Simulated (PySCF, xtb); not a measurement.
C₂H₅BF₂O, SMILES OCB(F)CF.

xtb with GFN2-xTB at its own geometry gives an orbital gap of 4.19 eV and a dipole moment of 2.35 D.

Geometry: r2SCAN-D4/def2-SVP. This is a generated structure with no PubChem entry under its InChIKey; it may be hypothetical. Other conformers were not sampled.

What does HF/def2-TZVP run with PySCF give? (Estimate from the structure and the level; the computed values follow.)

gap 14.82 eV (levels -11.99 and 2.83 eV), dipole 2.14 D.
